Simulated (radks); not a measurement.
Species: Os3.125+. Configuration: [Kr] 4d10 4f14 5s1.875 5p6 5d5 (fractional occupations, a model configuration).

Calculated with a radial shooting solver on a logarithmic mesh with Libxc functionals: Dirac Kohn-Sham, PBE, spin-unpolarised, spherical densities, finite nucleus; open shells are shared between the two j in proportion to 2j + 1; Fermi nuclear charge, rms radius 5.4126 fm.

Energy parts (eV):
total: -470104.27
kinetic: 533343.52
electron-nucleus: -1175282.38
Hartree: 181081.70
exchange-correlation: -9247.12

Orbitals (lengths in bohr, moments of r in powers of bohr):
orbital   occ.  eigenvalue (eV)   <1/r>      <r>  small-component weight
1s1/2        2        -73768.98   90.41  0.01774                8.26e-02
2s1/2        2        -12866.51   22.09  0.07427                1.88e-02
2p1/2        2        -12322.86   22.06  0.06130                1.89e-02
2p3/2        4        -10791.70   18.31  0.06949                1.69e-02
3s1/2        2        -3019.538   8.111   0.1934                6.22e-03
3p1/2        2        -2775.692   8.027   0.1835                6.17e-03
3p3/2        4        -2441.788   7.056   0.1986                5.61e-03
3d3/2        4        -2032.332   6.951   0.1734                5.50e-03
3d5/2        6        -1960.000   6.725   0.1781                5.34e-03
4s1/2        2        -663.4208   3.417   0.4317                2.07e-03
4p1/2        2        -560.9662   3.308   0.4357                1.98e-03
4p3/2        4        -482.5416   2.970   0.4692                1.77e-03
4d3/2        4        -314.1990   2.760   0.4824                1.57e-03
4d5/2        6        -299.6695   2.681   0.4937                1.51e-03
4f5/2        6         -86.6153   2.260   0.5515                1.12e-03
4f7/2        8         -83.8050   2.227   0.5595                1.10e-03
5s1/2    1.875        -124.0984   1.353    1.003                4.91e-04
5p1/2        2         -92.3238   1.228    1.091                4.14e-04
5p3/2        4         -79.8642   1.111    1.186                3.55e-04
5d3/2        2         -37.5294  0.8245    1.570                2.01e-04
5d5/2        3         -36.2284  0.7997    1.613                1.91e-04

The highest occupied level is 5d5/2 at -36.228 eV. The density falls to 0.001 e/bohr^3 at r = 3.38 bohr. The electron density at the nucleus is 1.675e+06 e/bohr^3. Summed over all electrons, <r^2> = 36.59 bohr^2, which gives a Langevin (diamagnetic) susceptibility term of -29 x 10^-6 cm^3/mol.
